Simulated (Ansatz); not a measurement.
C$_{2}$H$_{5}$ClF$_{2}$Si, SMILES `FC(F)(Cl)C[SiH3]`, relaxed with RKS PBE0-D4/def2-TZVP in the Gaussian-basis code of Ansatz from a PBE-D4/def2-SVP geometry. The force threshold is 0.005 eV/Å; the program also tests the step.

Charge 0, multiplicity 1.

Start:

```xyz
11

F     0.093   -1.934    0.634
C    -0.859   -0.996    0.401
F    -1.380   -1.251   -0.825
Cl   -2.181   -1.243    1.619
C    -0.281    0.400    0.470
Si    1.125    0.746   -0.785
H     0.104    0.573    1.495
H    -1.098    1.129    0.302
H     2.287   -0.173   -0.545
H     1.561    2.168   -0.573
H     0.630    0.582   -2.193
```

(1) How much energy does the relaxation release, and in how many steps? (Estimate.)

(2) Which bonds change most? (Best estimate.)

(3) Give the relaxed structure. (An estimate is asked.)

Answers

(1) Computed: 0.04 eV, in 5 steps, 1 of them rejected.

(2) The calculation gave: C2–Cl4 from 1.815 to 1.785 Å; C5–Si6 from 1.916 to 1.896 Å; Si6–H11 from 1.501 to 1.483 Å; Si6–H9 from 1.501 to 1.483 Å.

(3) Ansatz gave: 
```xyz
11

F     0.089   -1.915    0.629
C    -0.853   -0.983    0.401
F    -1.368   -1.241   -0.814
Cl   -2.154   -1.234    1.597
C    -0.276    0.400    0.465
Si    1.115    0.738   -0.779
H     0.102    0.567    1.476
H    -1.084    1.116    0.298
H     2.262   -0.171   -0.539
H     1.544    2.143   -0.564
H     0.624    0.578   -2.169
```
